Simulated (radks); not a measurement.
The numbers below are computed, except where a source is named.
Tl3+, 78 electrons, occupied as [Xe] 4f14 5d10.

Code: a radial shooting solver on a logarithmic mesh with Libxc functionals. Model: Dirac Kohn-Sham, PBE, spin-unpolarised, spherical densities, finite nucleus; Fermi nuclear charge, rms radius 5.4759 fm.

Energy parts (eV):
| part | energy |
|---|---|
| total | -551887.10 |
| kinetic | 638929.69 |
| electron-nucleus | -1391775.92 |
| Hartree | 211328.54 |
| exchange-correlation | -10369.41 |

Orbitals (lengths in bohr, moments of r in powers of bohr; r(max) is where P^2 peaks; r(90%) holds 90 % of the orbital's charge):
| orbital | occ. | eigenvalue (eV) | r(90%) | <r^2> | r(max) |
|---|---|---|---|---|---|
| 1s1/2 | 2 | -85462.38 | 0.0299 | 0.0003691 | 0.01003 |
| 2s1/2 | 2 | -15228.78 | 0.107 | 0.005550 | 0.05837 |
| 2p1/2 | 2 | -14624.82 | 0.0934 | 0.003911 | 0.04279 |
| 2p3/2 | 4 | -12559.38 | 0.105 | 0.005095 | 0.05039 |
| 3s1/2 | 2 | -3656.969 | 0.261 | 0.03599 | 0.1642 |
| 3p1/2 | 2 | -3383.339 | 0.252 | 0.03273 | 0.1530 |
| 3p3/2 | 4 | -2924.172 | 0.275 | 0.03909 | 0.1684 |
| 3d3/2 | 4 | -2470.671 | 0.248 | 0.02987 | 0.1309 |
| 3d5/2 | 6 | -2372.602 | 0.254 | 0.03159 | 0.1351 |
| 4s1/2 | 2 | -838.9426 | 0.562 | 0.1732 | 0.3695 |
| 4p1/2 | 2 | -720.8070 | 0.571 | 0.1760 | 0.3672 |
| 4p3/2 | 4 | -609.1750 | 0.620 | 0.2077 | 0.3985 |
| 4d3/2 | 4 | -415.9061 | 0.646 | 0.2170 | 0.3903 |
| 4d5/2 | 6 | -395.0748 | 0.662 | 0.2281 | 0.3998 |
| 5s1/2 | 2 | -159.8805 | 1.25 | 0.8647 | 0.8093 |
| 4f5/2 | 6 | -145.6245 | 0.740 | 0.2593 | 0.3558 |
| 4f7/2 | 8 | -141.0248 | 0.750 | 0.2667 | 0.3603 |
| 5p1/2 | 2 | -120.2226 | 1.36 | 0.9999 | 0.8506 |
| 5p3/2 | 4 | -100.0054 | 1.50 | 1.207 | 0.9287 |
| 5d3/2 | 4 | -45.6883 | 1.99 | 2.002 | 1.093 |
| 5d5/2 | 6 | -43.3809 | 2.06 | 2.141 | 1.126 |

The highest occupied level is 5d5/2 at -43.381 eV. The electron density at the nucleus is 2.523e+06 e/bohr^3. For comparison, the ionisation energy in NIST's Atomic Spectra Database is 51.14 eV (measured). In exact Kohn-Sham theory the highest level is minus the ionisation energy, but local and semilocal functionals leave it too shallow, through self-interaction and a potential that decays too fast; potentials with the right tail come closer. The density falls to 0.001 e/bohr^3 at r = 3.21 bohr.
